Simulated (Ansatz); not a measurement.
Calculated with Ansatz (gas phase, PBE0-D4/def2-TZVP geometries, no zero-point term in ΔE). CCSD(T)/CBS is the MP2 limit (def2-TZVPP, def2-QZVPP) plus CCSD(T) − MP2 in def2-TZVPP, frozen cores. This one scheme is used for every species. Functionals use def2-TZVPP. B3LYP here is the variant with VWN-RPA as its local correlation; programs differ in this. For Ge outer-core shells are correlated without core-valence functions, which leaves a few kJ/mol of doubt a bond. Scalar relativity is left out up to krypton. One conformer a species, not always the lowest.

Consider the formal exchange of groups at a B–C bond: `N[B]([GeH3])CF` + `[SiH3]Cl` → `N[B]([SiH3])[GeH3]` + `FCCl`.

Task: Is it downhill or uphill in electronic energy at CCSD(T)/CBS, and by how much? (An estimate is asked.)

Result: The calculation gave: Uphill: ΔE = +154.7 kJ/mol.

Task: What do these levels give: B3LYP-D4, ωB97X-V, B2PLYP, PBE, r2SCAN, B3LYP, HF/def2-TZVPP, MP2/def2-TZVPP, MP2/def2-QZVPP, SCS-MP2/def2-QZVPP, HF/CBS(def2), MP2/CBS(def2)? (An estimate is asked.)

Result: The calculation gave: B3LYP-D4 151.6, ωB97X-V 153.4, B2PLYP 156.0, PBE 136.4, r2SCAN 150.7, B3LYP 153.0, HF/def2-TZVPP 172.8, MP2/def2-TZVPP 159.6, MP2/def2-QZVPP 161.7, SCS-MP2/def2-QZVPP 160.9, HF/CBS(def2) 173.5, MP2/CBS(def2) 162.8 kJ/mol.

Largest T1 diagnostic among the species: 0.013.

From PBE to PBE0 (25 % exact exchange), in def2-TZVPP and without D4, ΔE moves by +9.8 kJ/mol. In def2-TZVPP, CCSD(T) changes the Hartree–Fock value by −21.4 kJ/mol (the triples alone add −4.6 kJ/mol) and MP2 by −13.2 kJ/mol.
